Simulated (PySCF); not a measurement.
Molecule: SMILES CCCCC1CC1, C7H14.

Molfile (atoms numbered from 1):
```
C7H14
     RDKit          3D

 21 21  0  0  0  0  0  0  0  0999 V2000
   -3.2363   -0.0818   -0.5198 C   0  0  0  0  0  0  0  0  0  0  0  0
   -2.0066   -0.6507    0.1693 C   0  0  0  0  0  0  0  0  0  0  0  0
   -0.7478    0.1737   -0.0611 C   0  0  0  0  0  0  0  0  0  0  0  0
    0.4890   -0.3867    0.6280 C   0  0  0  0  0  0  0  0  0  0  0  0
    1.7320    0.4295    0.3814 C   0  0  0  0  0  0  0  0  0  0  0  0
    2.5404    0.2174   -0.8655 C   0  0  0  0  0  0  0  0  0  0  0  0
    3.0915   -0.1948    0.4690 C   0  0  0  0  0  0  0  0  0  0  0  0
   -3.0892   -0.0182   -1.6101 H   0  0  0  0  0  0  0  0  0  0  0  0
   -3.4607    0.9356   -0.1606 H   0  0  0  0  0  0  0  0  0  0  0  0
   -4.1283   -0.7014   -0.3405 H   0  0  0  0  0  0  0  0  0  0  0  0
   -1.8305   -1.6842   -0.1787 H   0  0  0  0  0  0  0  0  0  0  0  0
   -2.1932   -0.7318    1.2550 H   0  0  0  0  0  0  0  0  0  0  0  0
   -0.9204    1.2088    0.2861 H   0  0  0  0  0  0  0  0  0  0  0  0
   -0.5519    0.2539   -1.1455 H   0  0  0  0  0  0  0  0  0  0  0  0
    0.3046   -0.4581    1.7153 H   0  0  0  0  0  0  0  0  0  0  0  0
    0.6642   -1.4225    0.2849 H   0  0  0  0  0  0  0  0  0  0  0  0
    1.6620    1.4674    0.7282 H   0  0  0  0  0  0  0  0  0  0  0  0
    2.9767    1.0864   -1.3650 H   0  0  0  0  0  0  0  0  0  0  0  0
    2.2164   -0.5730   -1.5498 H   0  0  0  0  0  0  0  0  0  0  0  0
    3.1452   -1.2646    0.6923 H   0  0  0  0  0  0  0  0  0  0  0  0
    3.9093    0.3903    0.8978 H   0  0  0  0  0  0  0  0  0  0  0  0
  1  2  1  0
  2  3  1  0
  3  4  1  0
  4  5  1  0
  5  6  1  0
  6  7  1  0
  7  5  1  0
  1  8  1  0
  1  9  1  0
  1 10  1  0
  2 11  1  0
  2 12  1  0
  3 13  1  0
  3 14  1  0
  4 15  1  0
  4 16  1  0
  5 17  1  0
  6 18  1  0
  6 19  1  0
  7 20  1  0
  7 21  1  0
M  END
```

Geometry PBE0-D3(BJ)/def2-SVP throughout; GIAO in PySCF 2.14, gas phase, one conformer, non-relativistic; equivalent atoms averaged; functional PBE0.

**Question.** How do the absolute shieldings σ depend on the basis set? (a selection of nuclei; ppm; last column core-seconds on shared hosts with different chips, so compare them loosely)

**Answer.** 
| basis set | functions | C2 | C1 | C5 | H13/H14 | H15/H16 | H8/H9/H10 | H18/H21 | H17 | H19/H20 | core-s |
| --- | --- | --- | --- | --- | --- | --- | --- | --- | --- | --- | --- |
| STO-3G | 49 | 208.0 | 214.4 | 216.3 | 31.81 | 31.87 | 31.88 | 32.04 | 32.17 | 32.27 | 5.5 |
| pcSseg-0 | 91 | 167.9 | 175.4 | 180.7 | 31.59 | 31.87 | 31.72 | 32.18 | 32.38 | 32.55 | 10 |
| 6-31G | 91 | 174.3 | 182.8 | 186.0 | 31.01 | 31.34 | 31.50 | 31.97 | 31.84 | 32.34 | 11 |
| 6-31G* | 126 | 169.3 | 178.0 | 181.3 | 30.46 | 30.76 | 30.97 | 31.44 | 31.22 | 31.79 | 15 |
| cc-pVDZ | 168 | 168.9 | 179.6 | 181.8 | 30.05 | 30.28 | 30.37 | 30.97 | 30.85 | 31.36 | 21 |
| def2-SVP | 168 | 168.4 | 177.8 | 181.1 | 30.17 | 30.43 | 30.48 | 31.07 | 30.94 | 31.45 | 19 |
| pcSseg-1 | 189 | 157.4 | 167.7 | 171.4 | 30.06 | 30.29 | 30.25 | 30.84 | 30.77 | 31.28 | 41 |
| 6-311+G(2d,p) | 273 | 159.5 | 170.7 | 172.9 | 30.22 | 30.44 | 30.58 | 31.13 | 30.96 | 31.56 | 43 |
| aug-cc-pVDZ | 287 | 167.7 | 179.3 | 181.3 | 30.05 | 30.28 | 30.38 | 30.96 | 30.81 | 31.39 | 48 |
| def2-TZVP | 301 | 158.7 | 170.1 | 173.0 | 30.16 | 30.38 | 30.54 | 31.06 | 30.90 | 31.48 | 50 |

**Question.** Which nucleus among those listed moves most, in ppm?

**Answer.** C2 (sp3 CH2): from 157.4 ppm with pcSseg-1 to 208.0 ppm with STO-3G. The smallest spread is 1.26 ppm, at H19/H20. Proton shifts span only some 12 ppm, so a few tenths of a ppm matter as much there as several ppm in carbon.

**Question.** Taking the largest basis, def2-TZVP (301 functions), as the yardstick, rank the others by their worst heavy-atom deviation.

**Answer.** 6-311+G(2d,p) 0.7 ppm (273 functions), pcSseg-1 2.4 ppm (189 functions), aug-cc-pVDZ 9.2 ppm (287 functions), pcSseg-0 9.2 ppm (91 functions), def2-SVP 9.6 ppm (168 functions), cc-pVDZ 10.2 ppm (168 functions), 6-31G* 10.6 ppm (126 functions), 6-31G 15.6 ppm (91 functions), STO-3G 49.3 ppm (49 functions).

A small basis that lands close on one nucleus may do so by chance; judge by the trend and by all nuclei.
